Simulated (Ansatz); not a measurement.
Wavefunction ladder for BrH6NSi2, SMILES `[SiH3]N[SiH2]Br`

```tsv
atom	x (Å)	y (Å)	z (Å)
Si1	-0.117	-1.463	0.586
N2	-0.428	-0.154	-0.509
Si3	0.362	1.360	-0.559
Br4	-0.454	2.833	0.910
H5	1.191	-1.178	1.224
H6	-1.165	-1.584	1.634
H7	-0.059	-2.751	-0.154
H8	-1.288	-0.211	-1.037
H9	1.783	1.172	-0.203
H10	0.175	1.975	-1.891
```

Total charge 0; spin multiplicity 1. Correlated methods include outer-core shells of Br, which these sets cover unevenly. Scalar relativity is left out up to krypton. All single points use the PBE0-D4/def2-TZVP geometry. It is one conformer, not always the lowest. Frozen core, restricted reference, Ansatz.

```tsv
basis	HF (Eh)	MP2 corr.	CCSD corr.	(T)	CCSD(T) total
def2-SVP	-3207.78304	?	?	-0.01534	?
def2-TZVPP	-3208.37958	?	?	-0.02759	?
def2-QZVPP	-3208.45051	-1.08895	–	–	–
```

Problem. Fill in the withheld values. (Best estimate.)

Solution. The calculation gave: def2-SVP MP2 corr.: -0.59765; def2-SVP CCSD corr.: -0.64382; def2-SVP CCSD(T) total: -3208.44220; def2-TZVPP MP2 corr.: -0.73636; def2-TZVPP CCSD corr.: -0.78212; def2-TZVPP CCSD(T) total: -3209.18929.
